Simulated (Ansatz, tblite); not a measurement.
Isomers of W$_{4}$Se$_{8}$⁻ (doublet), found by a short tight-binding search and relaxed with PBE-D4/def2-SVP in Ansatz.

In the def2 sets W takes a core potential; there is no spin–orbit coupling. The xTB rows come from tblite. Correlated methods freeze 72 core orbitals; core or outer-core shells of W, Se are correlated, in sets that lack core-valence functions. Single mean-field runs in def2-TZVP are fitted with def2-universal-jkfit.

Run but left out: HF/def2-SVP, MP2/def2-SVP (A: ⟨S²⟩ 3.24, where a pure state has 0.75).

B: At PBE0-D4/def2-SVP, PBE0-D4/def2-TZVP the charge -1 doublet is spin-contaminated (final ⟨S²⟩ up to 0.88, 0.75 for a pure state).

Other spin states weren't relaxed.

A:

```xyz
12

W     1.878    0.342    0.067
W    -0.223    1.274    1.108
W    -0.509    0.103   -1.353
W    -0.080   -1.490    0.789
Se    1.772    0.633   -2.350
Se   -1.238   -3.441    0.341
Se    2.355   -1.908    0.956
Se    2.016    2.260    1.626
Se   -1.507   -1.408   -2.791
Se   -2.549    1.230   -0.222
Se   -1.041   -0.382    2.778
Se   -0.875    2.787   -0.950
```

B:

Cartesian coordinates in Å:
```
W 0.6205 0.2636 2.2993
W -1.5719 -0.2128 -1.7406
W 0.7041 -1.1858 0.0034
W 0.5479 1.1834 -0.8233
Se -0.7157 -2.5110 -1.6153
Se 2.5923 -0.1887 -1.2868
Se -1.4076 0.3802 0.7356
Se -0.2277 1.2147 -3.2114
Se -3.8360 0.1557 -2.0626
Se 1.4342 2.3664 1.3612
Se -0.3694 0.0844 4.3803
Se 2.2293 -1.5502 1.9602
```

C:

Cartesian coordinates in Å:
```
W -0.076 -0.302 -2.254
W -1.521 0.670 0.086
W 0.893 0.750 0.650
W 0.256 -1.685 0.338
Se -0.238 -0.793 -4.505
Se 2.097 -0.785 -1.118
Se 1.324 2.691 2.286
Se 1.513 0.391 2.988
Se -1.865 -1.580 -0.978
Se 0.620 -2.989 2.225
Se -2.836 1.544 1.782
Se -0.166 2.087 -1.501
```

Estimate their order by electronic energy at PBE0-D4/def2-TZVP, counted from the lowest.

A (0.0) < B (20.4) < C (37.7), in kcal/mol.

Do the other levels pick the same lowest one?

Not GFN2-xTB. Energies above each level's lowest (kcal/mol):

```json
{"level": "GFN1-xTB", "A": "0.0", "B": "44.6", "C": "49.0"}
{"level": "GFN2-xTB", "A": "8.5", "B": "0.0", "C": "55.0"}
{"level": "PBE-D4/def2-SVP", "A": "0.0", "B": "17.9", "C": "32.6"}
{"level": "PBE-D4/def2-TZVP", "A": "0.0", "B": "17.5", "C": "32.7"}
{"level": "BLYP-D4/def2-TZVP", "A": "0.0", "B": "14.3", "C": "28.9"}
{"level": "r2SCAN-D4/def2-TZVP", "A": "0.0", "B": "16.3", "C": "36.5"}
{"level": "PBE0-D4/def2-SVP", "A": "0.0", "B": "20.9", "C": "37.5"}
{"level": "PBE0-D4/def2-TZVP", "A": "0.0", "B": "20.4", "C": "37.7"}
{"level": "RPA@PBE/def2-SVP", "A": "0.0", "B": "25.3", "C": "35.5"}
```
Point groups (tolerance 0.1 Å): A not assigned, B not assigned, C not assigned. Lower isomers may exist.
